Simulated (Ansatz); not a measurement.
C3H6ClIn, SMILES `C=C[CH2][InH][Cl]`. The species carries charge 0 and has multiplicity 1. In: def2 effective core potential. The geometry is a stationary point of PBE0-D4/def2-TZVP. It is one conformer, not always the lowest.

```xyz
11

C    -1.074   -1.514    0.481
C    -0.538   -0.323    0.744
C    -0.521    0.840   -0.174
In    1.467    0.841   -1.014
Cl    3.034    1.422    0.646
H    -1.591   -1.712   -0.453
H    -1.024   -2.323    1.199
H    -0.033   -0.180    1.698
H    -0.654    1.787    0.350
H    -1.255    0.753   -0.976
H     2.189    0.411   -2.501
```

(1) What is the dipole moment at ωB97M-V/def2-TZVPP? (Best estimate.)

(2) And with PBE, r2SCAN, B3LYP? (Best estimate.)

(3) Give the Mulliken charges with ωB97M-V, B3LYP, PBE in def2-TZVPP. (An estimate is asked.)

## Answers

(1) The calculation gave: 3.11 D, with components (-2.43, -0.26, -1.93) D in this frame, pointing from negative to positive charge.

(2) Ansatz gave: PBE 3.00 D, r2SCAN 3.12 D, B3LYP 3.12 D.

(3) Ansatz gave: 
| atom | ωB97M-V | B3LYP | PBE |
| --- | --- | --- | --- |
| C1 | -0.23 | -0.24 | -0.22 |
| C2 | -0.16 | -0.16 | -0.16 |
| C3 | -0.43 | -0.34 | -0.30 |
| In4 | 0.65 | 0.71 | 0.65 |
| Cl5 | -0.40 | -0.43 | -0.40 |
| H6 | 0.09 | 0.09 | 0.08 |
| H7 | 0.11 | 0.11 | 0.10 |
| H8 | 0.14 | 0.14 | 0.12 |
| H9 | 0.15 | 0.12 | 0.12 |
| H10 | 0.14 | 0.11 | 0.11 |
| H11 | -0.07 | -0.11 | -0.10 |

B3LYP here is the variant with VWN-RPA as its local correlation; programs differ in this.
